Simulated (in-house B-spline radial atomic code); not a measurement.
Configurations of the cobalt ion Co⁺, with energies counted from [Ar] 3d8. Method: scalar-relativistic (X2C) wB97X, spin-polarised, spherical fractional occupations, exact exchange averaged over the configuration, Fermi nucleus of rms radius 3.7875 fm. Calculated with a B-spline radial code for spherical atoms. Shells without spins written out take the highest spin.

Occupations are held fixed; configurations that lie above the ionisation limit could autoionise.

| configuration | E - E(ref) (eV) | highest orbital | its <r> (bohr) |
| --- | --- | --- | --- |
| [Ar] 3d7 4s1 | 0.8842 | 4s up | 2.597 |
| [Ar] 3d7 4f1 | 13.917 | 4f up | 8.941 |
| [Ne] 3s2 3p5 3d8 4s1 | 59.048 | 4s up | 2.577 |
| [Ne] 3s2 3p5 3d8 4d1 | 69.982 | 4d up | 5.698 |

Question: Order these further configurations by energy, lowest first.
A. [Ne] 3s2 3p5 3d9
B. [Ar] 3d7 4p1
C. [Ne] 3s2 3p5 3d8 4f1
D. [Ne] 3s2 3p5 3d8 4p1

Answer: B (6.2721 eV), A (57.72 eV), D (64.51 eV), C (72.256 eV).
